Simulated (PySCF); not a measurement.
Cartesian coordinates in Å; atom numbers follow the order of the lines, from 1:
```xyz
19

C     2.8673   -0.1550    0.0278
B     1.4790   -0.7953   -0.4675
S     0.0210   -0.0452    0.6421
C    -0.0967    1.6669    0.1034
C    -1.4485   -0.7648   -0.1334
C    -2.7548   -0.3324    0.4992
H     3.6824   -0.6101   -0.5600
H     2.9482    0.9339   -0.1346
H     3.0962   -0.3560    1.0879
H     1.3333   -1.9871   -0.2143
H     1.1263   -0.5058   -1.6083
H    -0.1220    1.7060   -0.9950
H     0.8088    2.1719    0.4641
H    -0.9794    2.1507    0.5415
H    -1.3920   -0.5329   -1.2085
H    -1.2823   -1.8478   -0.0318
H    -2.9408    0.7445    0.3703
H    -3.5927   -0.8666    0.0264
H    -2.7730   -0.5566    1.5759
```

Geometry: PBE0-D3(BJ)/def2-SVP; GIAO shifts from PySCF, gas phase, non-relativistic, averaged over equivalent atoms.

At PBE0/pcSseg-1 (174 basis functions, 21 s wall time on 1 thread of an Arm Neoverse V1, shared host):
```csv
atoms,δ (ppm)
C5,40.4
C4,22.5
C6,12.7
C1,-2.0
B2,-14.2
S3,14.3
H10,2.50
H16,2.47
H11,2.06
H15,2.02
H12/H13/H14,1.90
H17/H18/H19,1.19
H7/H8/H9,0.00
```

δ = σ(ref) − σ, references computed at the same level: TMS for 13C (σref 184.41), 1H (σref 31.27); BF3·OEt2 for 11B (σref 100.73); 33S (σref 495.66) vs CS2.

Task: What do these become at wB97X-D/pcSseg-1?

Result: 
```json
{"atoms": "C5", "δ at wB97X-D/pcSseg-1": "39.2", "change": "-1.2"}
{"atoms": "C4", "δ at wB97X-D/pcSseg-1": "22.4", "change": "-0.1"}
{"atoms": "C6", "δ at wB97X-D/pcSseg-1": "13.0", "change": "+0.3"}
{"atoms": "C1", "δ at wB97X-D/pcSseg-1": "-2.1", "change": "-0.1"}
{"atoms": "B2", "δ at wB97X-D/pcSseg-1": "-14.2", "change": "+0.0"}
{"atoms": "S3", "δ at wB97X-D/pcSseg-1": "9.5", "change": "-4.8"}
{"atoms": "H10", "δ at wB97X-D/pcSseg-1": "2.45", "change": "-0.05"}
{"atoms": "H16", "δ at wB97X-D/pcSseg-1": "2.39", "change": "-0.08"}
{"atoms": "H11", "δ at wB97X-D/pcSseg-1": "2.03", "change": "-0.03"}
{"atoms": "H15", "δ at wB97X-D/pcSseg-1": "1.98", "change": "-0.04"}
{"atoms": "H12/H13/H14", "δ at wB97X-D/pcSseg-1": "1.89", "change": "-0.01"}
{"atoms": "H17/H18/H19", "δ at wB97X-D/pcSseg-1": "1.20", "change": "+0.01"}
{"atoms": "H7/H8/H9", "δ at wB97X-D/pcSseg-1": "-0.01", "change": "-0.01"}
```

Referencing at the same level of theory: 13C (σ = 184.54 ppm), 1H (σ = 31.38 ppm) vs TMS; 11B (σ = 101.61 ppm) against BF3·OEt2; CS2 for 33S (σ = 493.71 ppm).

The largest change is at S3 (sulfur bonded to 2 C, B). Cost: 174 basis functions, 25 s wall time on 1 thread of an Arm Neoverse V1, shared host. The order of the carbon signals is the same at both levels.

A carbon bonded to boron is broadened by the quadrupolar boron nucleus and is often missing from a measured spectrum.
